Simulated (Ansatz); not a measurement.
Geometry optimisation, RKS B3LYP-D4/cc-pVDZ (Ansatz 0.2.0).

Input file:

```yaml
crystal:
  periodic: [false, false, false]
  atoms:
    - { symbol: Al, position_ang: [0.265321, 0.118959, -0.057729] }
    - { symbol: Cl, position_ang: [-0.449455, 0.43899, 1.993852] }
    - { symbol: Cl, position_ang: [2.072313, 0.944597, -0.727218] }
    - { symbol: Cl, position_ang: [-1.117428, -0.755854, -1.433936] }
    - { symbol: O, position_ang: [0.286312, -2.625661, 1.028161] }
    - { symbol: Al, position_ang: [-0.963746, -3.301681, -0.023987] }
    - { symbol: H, position_ang: [-0.372551, -4.054271, -1.278581] }
    - { symbol: H, position_ang: [-2.474108, -3.295862, 0.451543] }
    - { symbol: H, position_ang: [0.000642, -2.092317, 1.808893] }
basis:
  gaussian: { orbitals: cc-pVDZ }
hamiltonian:
  xc: b3lyp
  dispersion: d4
relax:
  f_tol: 0.03
  max_steps: 50
```

Launched with:

```bash
$ ansatz run input.yaml --threads 4 --pin off --max-ram 5120MiB --backend cpu --events-out ev --progress --plain --runs-dir out
```

Question: Where does it end, and by what steps?

Answer: The forces met the threshold. After 13 steps the energy has fallen by 1.631 eV; Cl3 moved furthest, 0.67 Å. Joined: Al1–O5 (2.95 → 1.85 Å), Cl4–Al6 (2.91 → 2.39 Å).

```csv
step,energy less start (eV),largest force component (eV/Å),accepted
0,0.0000,1.297,yes
1,-0.2822,1.268,yes
2,-0.7036,1.975,yes
3,-1.2096,1.754,yes
4,-1.4702,1.215,yes
5,-1.5890,0.398,yes
6,-1.6080,0.208,yes
7,-1.6168,0.187,yes
8,-1.5972,1.067,no
9,-1.6250,0.136,yes
10,-1.6284,0.079,yes
11,-1.6299,0.084,yes
12,-1.6304,0.061,yes
13,-1.6312,0.010,yes
```

```xyz
9
Properties=species:S:1:pos:R:3
Al 0.179 -0.261 0.332
Cl -0.715 0.963 1.817
Cl 2.041 0.311 -0.505
Cl -1.317 -0.874 -1.292
O 0.151 -2.045 0.832
Al -1.038 -3.024 -0.279
H -0.252 -3.935 -1.296
H -2.358 -3.385 0.506
H 0.556 -2.373 1.648
```

Whether the end is a true minimum wasn't checked by a vibrational analysis.

Run time: 16 s on 4 threads of AMD EPYC 9R45 96-Core Processor (Zen 5), on a shared host, peak memory 0.36 GiB.
